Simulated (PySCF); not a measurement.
## Spin states and ions at one geometry of [BiF6]−

PySCF 2.14.0, RKS TPSS, Bi def2-SVP with ECP60, F def2-SVP; non-relativistic Hamiltonian with scalar-relativistic core potentials where named; density fitting; no spin-orbit coupling; singlets restricted, open shells unrestricted. The geometry is relaxed for charge -1, singlet, vacuum:

```xyz
7

Bi    0.0062    0.0000    0.0000
F     1.4588   -0.8411    1.1873
F     0.0113    1.6744    1.1939
F    -1.4514   -0.8235    1.1932
F     1.4660    0.8284   -1.1873
F    -1.4442    0.8360   -1.1932
F    -0.0031   -1.6744   -1.1939
```

Energies count from the relaxed state; an electron taken off or put on is at rest in vacuum. Charges and spins are Mulliken's.

```csv
state,energy (eV),spin squared,charge on Bi1 (e),spin on Bi1 (e),dipole about the centre of mass (D)
"charge -1, singlet, vacuum",0.00,0.00,1.48,0.00,0.00
"charge 0, doublet, vacuum",6.97,0.75,1.57,-0.05,0.00
```

Question: What does the state charge -1, triplet, vacuum give?

Answer: energy (eV) 3.22, spin squared 2.00, charge on Bi1 (e) 1.31, spin on Bi1 (e) 0.29, dipole about the centre of mass (D) 0.00.

With an electron taken off (doublet) the charges change, summed by element, by Bi +0.09 e, F +0.91 e. The vertical ionisation energy is 6.97 eV, against −ε(HOMO) = 3.84 eV of the relaxed state. The level lies 3.1 eV too high, as is usual for semilocal functionals and global hybrids, which keep a self-interaction error.

Open shells may have lower solutions than those found. Hard to converge, so the more doubtful: charge 0, doublet, vacuum.

No frequency check is given that shows the relaxed geometry to be a minimum.
